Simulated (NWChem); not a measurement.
## Correlation energy of CHF

```
C
F 1 1.3023
H 1 1.1354 2 102.45
```
Charge 0, spin multiplicity 1.

Program: NWChem. The geometry was optimised at B3LYP/def2-SVP, a minimum by its harmonic frequencies.

Basis set: cc-pVDZ. Each correlation energy counts from its own Hartree-Fock reference.

The correlated methods keep 2 core orbitals frozen. The structure started from a generated list of species. Coupled-cluster values serve here as a point of comparison, not as the truth.

```tsv
method	correlation energy (mHa)
CCSD+T(CCSD)	…
CCSD	-319.4
RI-MP2	-297.7
CCSDT	…
CCSD(T)	…
SCS-MP2	-293.8
CR-CCSD(T)	…
CR-CCSD[T]	-326.8
MP2	-297.7
```

### Question
Some entries are withheld; supply them.

### Answer

- CCSD+T(CCSD), correlation energy (mHa): -328.3
- CCSDT, correlation energy (mHa): -327.8
- CCSD(T), correlation energy (mHa): -327.1
- CR-CCSD(T), correlation energy (mHa): -325.8
